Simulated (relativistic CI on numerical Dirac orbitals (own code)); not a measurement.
**What each ingredient does to the levels of Te¹⁵⁺**

Base calculation: Dirac-Coulomb-Breit CI, separate exchange-only KLI orbitals for each configuration, model QED (radiative potential, 1s self-energy scaled to tabulated hydrogen-like ionisation energies), unscaled Slater integrals.

Configuration list (outside the closed core [Ar] 3d10): 4s2 4p6 4d, 4s2 4p5 4d2, 4s2 4p6 4f, 4s 4p6 4d2, 4s2 4p6 5s, 4s2 4p5 4d 4f, 4s2 4p6 5p, 4s 4p6 4d 4f, 4s2 4p6 5d, 4s2 4p5 4d 5s, 4s2 4p6 5f, 4s2 4p6 6s, 4s2 4p5 4d 5p, 4s2 4p6 5g, 4s2 4p6 6p, 4s2 4p6 6d, 4s 4p6 4d 5s, 4s2 4p5 4d 5d, 4s 4p6 4f 5s, 4s2 4p6 6f, 4p6 4d3, 4p5 4d4, 4p5 4d3 4f, 4p6 4d 4f2, 4p5 4d2 4f2, 4p6 4f3, 4p6 4f2 5s, 4p5 4d 4f3, 4p6 4f2 5p, 4s 4p6 4f2, 4s 4p5 4f3. Double excitations out of closed p, d and f shells are left out; levels of such configurations are missing from the list, as are those of other unlisted configurations, and high levels can miss mixing partners. These lack a partner that the ground configuration has and come out too high: 4s2 4p5 4d 5s, 4s2 4p5 4d 5p, 4s2 4p5 4d 5d, 4s2 4p6 5d, 4s2 4p6 5f.

The lowest level and the first level of each name with at least 55 % of one term (blank where a level has no safe partner in the second run):

| Level | Base (cm⁻¹) | Shift (cm⁻¹) |
| --- | --- | --- |
| 4s2 4p6 4d 2D_3/2 | 0 | 0 |
| 4s2 4p6 4d 2D_5/2 | 17407 | -52 |
| 4s2 4p5 4d2 4D°_1/2 | 581991 | +172 |
| 4s2 4p5 4d2 4D°_3/2 | 585658 | +169 |
| 4s2 4p5 4d2 4D°_5/2 | 593958 | +147 |
| 4s2 4p5 4d2 4D°_7/2 | 605064 | +131 |
| 4s2 4p5 4d2 4G°_9/2 | 613632 | +142 |
| 4s2 4p5 4d2 4G°_11/2 | 617753 | +116 |
| 4s2 4p5 4d2 4P°_5/2 | 622433 | +129 |
| 4s2 4p5 4d2 4P°_1/2 | 640080 | +126 |
| 4s2 4p5 4d2 2D°_5/2 | 643894 | +102 |
| 4s2 4p5 4d2 2F°_7/2 | 646089 | +91 |
| 4s2 4p5 4d2 4F°_9/2 | 647867 | +102 |
| 4s2 4p5 4d2 2H°_11/2 | 652187 | +127 |

At this charge energies of transitions that change n are usually good to better than 1 %, and those within a shell (Δn = 0) to a few per cent. Levels and lines within the n = 5 or 6 shells can be off by up to 10 % or somewhat more, and those that change n by about 2 %, since core polarisation is missing.

(1) One thing was changed in a second run, which moved the levels as shown. Which?
A. one mean potential for all configurations
B. Breit term removed
C. configuration mixing switched off
D. QED terms removed

## Answers

(1) D. QED terms removed. QED shifts follow the density of s (and p1/2) electrons at the nucleus, so configurations move by their count of such electrons; where none moves, the smaller shifts of p3/2 electrons and of j = l + 1/2 against j = l − 1/2 set the pattern.

LS names give the leading component of a level, which can be under half, so a name can repeat, a term be missing and a line seem to break the LS rules.
